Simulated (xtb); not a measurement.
iodine (I₂), singlet, from a rough starting geometry; xtb with GFN2-xTB.

The xtb input:
```
$ xtb mol.xyz --gfn 2 --opt vtight --json

# file mol.xyz
2

I      1.31760294     0.00195027    -0.01934667
I     -1.32427022    -0.02517515    -0.04316041
```

Task: Write the output that xtb gives for this input, abridged.

Result: 
```
   ID    Z sym.   atoms
    1   53 I      1, 2

           -------------------------------------------------
          |                Calculation Setup                |
           -------------------------------------------------

           -------------------------------------------------
          |                 G F N 2 - x T B                 |
           -------------------------------------------------

          ...................................................
          :                      SETUP                      :
          :.................................................:
          :  # basis functions                  20          :
          :  # atomic orbitals                  18          :
          :  # shells                            6          :
          :  # electrons                        14          :
          :  max. iterations                   250          :
          :  Hamiltonian                  GFN2-xTB          :
          :  restarted?                      false          :
          :  GBSA solvation                  false          :
          :  PC potential                    false          :
          :  electronic temp.          300.0000000     K    :
          :  accuracy                    1.0000000          :
          :  -> integral cutoff          0.2500000E+02      :
          :  -> integral neglect         0.1000000E-07      :
          :  -> SCF convergence          0.1000000E-05 Eh   :
          :  -> wf. convergence          0.1000000E-03 e    :
          :  Broyden damping             0.4000000          :
          :  net charge                          0          :
          :  unpaired electrons                  0          :
          ...................................................

 iter      E             dE          RMSdq      gap      omega  full diag
   1     -7.6577702 -0.765777E+01  0.259E+01    3.15       0.0  T
   2     -7.6604138 -0.264368E-02  0.120E+01    2.99       1.0  T
   3     -7.6614966 -0.108279E-02  0.207E+00    2.86       1.0  T
   4     -7.6616837 -0.187084E-03  0.179E-01    2.84       1.0  T
   5     -7.6616840 -0.302914E-06  0.934E-02    2.84       1.0  T
   6     -7.6616840 -0.274972E-07  0.499E-04    2.84     141.8  T
   7     -7.6616840 -0.219824E-11  0.101E-04    2.84     703.5  T

   *** convergence criteria satisfied after 7 iterations ***

         :::::::::::::::::::::::::::::::::::::::::::::::::::::
         ::                     SUMMARY                     ::
         :::::::::::::::::::::::::::::::::::::::::::::::::::::
         :: total energy              -7.652296084149 Eh    ::
         :: gradient norm              0.009477006650 Eh/a0 ::
         :: HOMO-LUMO gap              2.836068319910 eV    ::
         ::.................................................::
         :: SCC energy                -7.661684043936 Eh    ::
         :: -> isotropic ES           -0.000004215753 Eh    ::
         :: -> anisotropic ES          0.001474770923 Eh    ::
         :: -> anisotropic XC         -0.003205629784 Eh    ::
         :: -> dispersion             -0.001300560523 Eh    ::
         :: repulsion energy           0.009387959787 Eh    ::
         :: add. restraining           0.000000000000 Eh    ::
         :: total charge              -0.000000000000 e     ::
         :::::::::::::::::::::::::::::::::::::::::::::::::::::

      -----------------------------------------------------------
     |                   =====================                   |
     |                        A N C O P T                        |
     |                   =====================                   |
     |               Approximate Normal Coordinate               |
     |                Rational Function Optimizer                |
      -----------------------------------------------------------
      -----------------------------------------------------------
     |                   =====================                   |
[...]
 * total energy  :    -7.6522961 Eh     change        0.6217249E-14 Eh
 * total energy  :    -7.6404452 Eh     change        0.1185084E-01 Eh
 * total energy  :    -7.6520289 Eh     change       -0.1158363E-01 Eh
 * total energy  :    -7.6520154 Eh     change        0.1347983E-04 Eh
 * total energy  :    -7.6524266 Eh     change       -0.4112199E-03 Eh
 * total energy  :    -7.6524304 Eh     change       -0.3747271E-05 Eh
 * total energy  :    -7.6524309 Eh     change       -0.5291438E-06 Eh
 * total energy  :    -7.6524309 Eh     change       -0.6285905E-10 Eh
   *** GEOMETRY OPTIMIZATION CONVERGED AFTER 8 ITERATIONS ***
         :: total energy              -7.652430893946 Eh    ::
[...]
         :: -> anisotropic XC         -0.002416608663 Eh    ::
         :: -> dispersion             -0.001300026365 Eh    ::
         :: repulsion energy           0.008092156047 Eh    ::
         :: add. restraining           0.000000000000 Eh    ::
         :: total charge              -0.000000000000 e     ::
         :::::::::::::::::::::::::::::::::::::::::::::::::::::

           -------------------------------------------------
          |                Property Printout                |
           -------------------------------------------------

    * Orbital Energies and Occupations

         #    Occupation            Energy/Eh            Energy/eV
      -------------------------------------------------------------
         1        2.0000           -0.7726453             -21.0247
         2        2.0000           -0.7693480             -20.9350
         3        2.0000           -0.5174354             -14.0801
         4        2.0000           -0.4674624             -12.7203
         5        2.0000           -0.4674624             -12.7203
         6        2.0000           -0.4250904             -11.5673
         7        2.0000           -0.4250904             -11.5673 (HOMO)
         8                         -0.3245606              -8.8317 (LUMO)
         9                         -0.0201971              -0.5496
        10                         -0.0201971              -0.5496
        11                         -0.0191502              -0.5211
        12                         -0.0191502              -0.5211
        13                         -0.0019367              -0.0527
        14                         -0.0019367              -0.0527
        15                          0.0483466               1.3156
        16                          0.0859118               2.3378
        17                          0.0859118               2.3378
        18                          0.7844860              21.3470
      -------------------------------------------------------------
                  HL-Gap            0.1005298 Eh            2.7356 eV
             Fermi-level           -0.3748255 Eh          -10.1995 eV

     #   Z          covCN         q      C6AA      α(0)
     1  53 I        0.976    -0.000   371.875    33.289
     2  53 I        0.976     0.000   371.875    33.289

 Mol. C6AA /au·bohr⁶  :       1487.498840
 Mol. C8AA /au·bohr⁸  :     136626.034234
 Mol. α(0) /au        :         66.578749

Wiberg/Mayer (AO) data.
largest (>0.10) Wiberg bond orders for each atom

 ---------------------------------------------------------------------------
     #   Z sym  total        # sym  WBO       # sym  WBO       # sym  WBO
 ---------------------------------------------------------------------------
     1  53 I    1.249 --     2 I    1.249
     2  53 I    1.249 --     1 I    1.249
 ---------------------------------------------------------------------------

Topologies differ in total number of bonds
Writing topology from bond orders to xtbtopo.mol

molecular dipole:
                 x           y           z       tot (Debye)
 q only:       -0.000      -0.000      -0.000
   full:       -0.000       0.000       0.000       0.000
molecular quadrupole (traceless):
                xx          xy          yy          xz          yz          zz
 q only:        0.000       0.000      -0.000       0.000       0.000      -0.000
  q+dip:       -7.696      -0.119       3.848      -0.104      -0.001       3.848
   full:       -4.716      -0.073       2.358      -0.064      -0.001       2.358

optimized geometry written to: xtbopt.xyz

           -------------------------------------------------
          | TOTAL ENERGY               -7.652430893946 Eh   |
          | GRADIENT NORM               0.000000017393 Eh/α |
          | HOMO-LUMO GAP               2.735554242589 eV   |
           -------------------------------------------------

normal termination of xtb
```
